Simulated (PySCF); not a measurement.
All values below come from PBE0-D3(BJ)/def2-TZVP // PBE0-D3(BJ)/def2-SVP run with PySCF. All species are isolated molecules in the gas phase. One relaxed conformer stands for a flexible species; it need not be the lowest. Delta-SCF ions had no search for a lower state. 

Reference species (SMILES): `C[CH2][Sn]([CH2]C)([CH2]C)[CH2]C` (neutral, multiplicity 1).

```
Quantity                                   Value
--------------------------------------  --------
HOMO                                    -6.99 eV
vertical ionisation energy (Delta-SCF)   8.53 eV
HOMO–LUMO gap                            7.59 eV
```

Changed species: `C[CH2][Sn]([Cl])([Cl])[Cl]` (1 of 4 Cl replaced by C2H5; the reference has 4 of 4 Cl replaced by C2H5).

Give the shifts of the HOMO, vertical ionisation energy (Delta-SCF) and HOMO–LUMO gap.

the HOMO drops by 1.75 eV, to -8.74 eV; the vertical ionisation energy (Delta-SCF) rises by 1.90 eV, to 10.43 eV; the HOMO–LUMO gap drops by 1.05 eV, to 6.54 eV.
